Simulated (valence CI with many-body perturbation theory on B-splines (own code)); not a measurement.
## Xe40+: key properties

Computed by configuration interaction combined with many-body perturbation theory (CI+MBPT): four valence electrons over a frozen Dirac-Fock core [Ne], radial functions for each j: 11 s, 11 p, 10 d, 8 f, 5 g, 2 h, with the one-electron correlation potential Σ1, the two-electron term Σ2, the three-electron term Σ3, Breit, model QED; selected CI, second order for the rest, scaled by the run's own slope (own B-spline code, finite nucleus).

No measured spectrum was set against this ion. As an estimate, large intervals hold to a few tenths of a per cent, small ones and those within an open d or f shell to about a per cent. Among the levels kept, up to 740 cm⁻¹ of a level comes from second order outside the variational space, and about a tenth of that is noise between levels of different J, which matters for small intervals.

Levels are named by their leading jj configuration (3d3/2^4 stands for four electrons in 3d with j = 3/2), which in mixed levels can hold well under half, so a name can repeat and another be missing.

Rates and lifetimes use the calculated energies. Strong lines usually hold to 10 to 20 %, long lifetimes can be off by a factor of two.

Question: What is the ground level?

Answer: (3s^2 3p1/2^2) J=0, composition 72 % 3s²3p² ³P + 27 % 3s²3p² ¹S.

Question: Where does the other parity begin?

Answer: At (3s 3p1/2^2 3p3/2) J=2, 12.918 Ry.

Question: How well does LS coupling describe the low levels?

Answer: Among the lowest 20 levels the leading LS term, summed over configurations, holds 58 % on average. For single configurations the figures are 53 % in LS and 79 % in jj coupling. Terms mix most in the J = 3 level at 23.590 Ry, where the leading one holds 38 %.

Question: What is the ionisation energy?

Answer: 2977.5 eV; NIST lists 2975 ± 4 eV (theoretical).

Question: Name the longest-lived excited levels whose lifetime is computed, and their main decay.

Answer: (3s^2 3p1/2 3p3/2) J=2 at 5.897 Ry lives 81.3 μs, mostly by E2 to (3s^2 3p1/2^2) J=0; (3s^2 3p3/2 3d5/2) J=4 at 23.642 Ry lives 431 ns, mostly by M1 to (3s^2 3p1/2 3d5/2) J=3; (3s^2 3p1/2 3p3/2) J=1 at 5.426 Ry lives 363 ns, mostly by M1 to (3s^2 3p1/2^2) J=0.
